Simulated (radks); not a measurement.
Species: the bromine ion Br+. Configuration: [Ar] 3d10 4s2 4p4.

All-electron calculation, non-relativistic Kohn-Sham, r2SCAN, spin-polarised, spherical densities, point nucleus; open shells are filled with parallel spins first; meta-GGA in the generalised Kohn-Sham scheme; hard spherical wall at 3.5 bohr. Program: a radial shooting solver on a logarithmic mesh with Libxc functionals.

Energy parts (eV):
| part | energy |
|---|---|
| total | -70024.482 |
| kinetic | 70049.897 |
| electron-nucleus | -167299.879 |
| Hartree | 29708.596 |
| exchange-correlation | -2483.096 |

Orbitals (lengths in bohr, moments of r in powers of bohr; <r^-3> diverges for s and p1/2):
1s up: occ. 1; eigenvalue (eV) -13126.67
1s down: occ. 1; eigenvalue (eV) -13126.43
2s up: occ. 1; eigenvalue (eV) -1700.623
2s down: occ. 1; eigenvalue (eV) -1700.582
2p up: occ. 3; eigenvalue (eV) -1531.285; <r^-3> 1265
2p down: occ. 3; eigenvalue (eV) -1531.104; <r^-3> 1265
3s up: occ. 1; eigenvalue (eV) -241.3906
3s down: occ. 1; eigenvalue (eV) -241.1878
3p up: occ. 3; eigenvalue (eV) -181.4949; <r^-3> 181.7
3p down: occ. 3; eigenvalue (eV) -181.2412; <r^-3> 181.6
3d up: occ. 5; eigenvalue (eV) -75.4587; <r^-3> 23.12
3d down: occ. 5; eigenvalue (eV) -75.1153; <r^-3> 23.20
4s up: occ. 1; eigenvalue (eV) -27.3778
4s down: occ. 1; eigenvalue (eV) -24.7600
4p up: occ. 3; eigenvalue (eV) -13.8314; <r^-3> 18.21
4p down: occ. 1; eigenvalue (eV) -11.2416; <r^-3> 18.20
4d up: occ. 0; eigenvalue (eV) 7.7762; <r^-3> 2.344
4d down: occ. 0; eigenvalue (eV) 10.3534; <r^-3> 2.306
5s up: occ. 0; eigenvalue (eV) 25.2989
5s down: occ. 0; eigenvalue (eV) 27.7772
5p up: occ. 0; eigenvalue (eV) 36.6073; <r^-3> 25.49
5p down: occ. 0; eigenvalue (eV) 39.2508; <r^-3> 26.36

The highest occupied level is 4p down at -11.242 eV. The density falls to 0.001 e/bohr^3 at r = 3.20 bohr. The pressure on the wall is 133 GPa.
